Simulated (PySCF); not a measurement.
# Distorted geometries of [Nd(PH3)]3+

[Nd(PH3)]3+ (singlet in the valence; each metal's 4f electrons, 3 of them, lie in its core potential, out of spins and levels). PySCF 2.14.0, RKS PBE, Nd lcecp-1-SVP with ECP49, P def2-SVP, H def2-SVP; non-relativistic Hamiltonian with scalar-relativistic core potentials where named; density fitting; no spin-orbit coupling. Relaxed geometry:

```xyz
5

Nd    0.0000    0.0000   -0.4852
P     0.0000    0.0000    2.5096
H     1.3386    0.0000    3.0428
H    -0.6693    1.1593    3.0428
H    -0.6693   -1.1593    3.0428
```

Problem. Order these distorted geometries by energy above the relaxed one, lowest first.
A.
```xyz
5

Nd    0.0817   -0.0163   -0.5477
P    -0.1015   -0.2281    2.5492
H     1.4715    0.2073    2.9867
H    -0.8751    1.1964    3.1352
H    -0.5766   -1.1592    3.0296
```
B.
```xyz
5

Nd   -0.0006    0.0289   -0.5177
P     0.0565   -0.0572    2.5800
H     1.2667    0.0694    3.0600
H    -0.8813    1.2335    2.9933
H    -0.4413   -1.2746    3.0374
```
C.
```xyz
5

Nd   -0.0823    0.0635   -0.6390
P     0.1020    0.1827    2.4678
H     1.5603    0.0974    3.1612
H    -0.7146    0.9213    3.0427
H    -0.8654   -1.2650    3.1201
```

Solution. B (0.61 eV), C (1.87 eV), A (2.45 eV).

Problem. Which forces (eV/Å) act in the one that lies 0.61 eV up?

Solution. 
```
Nd   0.07 -0.07  0.30
P   -4.22  2.39 -1.76
H    3.26  0.52  1.34
H    1.45 -2.10 -0.32
H   -0.57 -0.74  0.44
```
Forces carry noise of the integration grid, about 0.01 to 0.03 eV/Å.

An lcecp potential fixes the number of 4f electrons, so in runs with it no electron can move into or out of that shell.
